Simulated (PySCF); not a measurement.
Spin–spin coupling constants

Bonds (- single, = double, # triple, : aromatic): C1#C2 1.217 Å, C2-Ge3 1.917 Å, Ge3-N4 1.832 Å. C1 carries H5; Ge3 carries H6, H7; N4 carries H8, H9.

Couplings: B3LYP/pcJ-1 (pcSseg-1 on Ge) in PySCF, geometry PBE0-D3(BJ)/def2-SVP; gas phase, one conformer, non-relativistic. Couplings are averaged over pairs made equivalent by symmetry, fast rotation or ring inversion, so a value needn't be that of the named pair in this geometry, while other rotamers aren't included; one pair stands for each set, and the list holds those of at least 0.8 Hz over up to four bonds.

Isotopes: 13C, 1H, 15N.

```
  pair  bonds  J (Hz)
C1, C2      1       ?
C1, H5      1   261.4
N4, H8      1       ?
C2, N4      2     1.7
C2, H5      2    44.9
C2, H6      2    19.8
N4, H6      2       ?
H6, H7      2    15.4
H8, H9      2    -7.5
C1, H6      3       ?
C2, H8      3    -1.4
H6, H8      3     5.2
H5, H6      4    -1.7
```

**Question.** Estimate the withheld couplings, with signs.

**Answer.** 
- 1J(C1,C2) = 167.1 Hz (bond length 1.217 Å)
- 1J(N4,H8) = -69.8 Hz (bond length 1.017 Å)
- 2J(N4,H6) = -10.0 Hz (angle at Ge3 108°)
- 3J(C1,H6) = 5.8 Hz

Relativistic effects of the heavier atoms present are left out.
